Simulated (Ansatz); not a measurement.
Al7As7 was relaxed with PBE-D4 (def2-SVP) in Ansatz in these states: charge -1 doublet, neutral singlet. The geometries follow in no particular order.

A:

Cartesian coordinates in Å:
```
Al 2.409 1.045 -0.041
Al 1.371 -1.463 -1.244
Al 0.025 0.574 -2.503
Al -1.961 -1.031 -1.256
Al -2.270 0.715 0.964
Al 0.943 1.135 2.172
Al -0.663 -1.338 1.827
As 2.518 0.433 -2.354
As 2.393 2.833 1.469
As -0.393 -1.913 -2.868
As -2.863 -1.761 0.862
As -1.163 0.659 3.206
As 1.722 -1.312 1.193
As -2.067 1.425 -1.426
```

B:

```xyz
14

Al    2.3429    0.3027   -1.1625
Al   -0.3287    1.5339   -1.7630
Al    0.4034    2.2971    0.6984
Al   -2.1172    1.0938    1.1173
Al   -0.7958   -1.2702    1.9186
Al    1.5292   -2.1163   -0.3357
Al   -1.4366   -1.7612   -0.6360
As    1.8609    2.6392   -1.2887
As    3.7403   -1.3747   -0.3428
As   -1.7678    2.9489   -0.3742
As   -3.1250   -1.0880    1.0068
As   -0.1645   -3.3860    0.7720
As    0.0581   -0.8099   -2.3103
As   -0.1992    0.9905    2.7002
```

**Question.** Judge from the bond lengths which geometry belongs to which state (an estimate).

**Answer.** A is the charge -1 doublet (Al2–Al3 2.747 Å, Al5–Al7 2.747 Å, Al3–As10 2.548 Å); B is the neutral singlet (Al2–Al3 2.679 Å, Al5–Al7 2.679 Å, Al3–As10 2.508 Å).
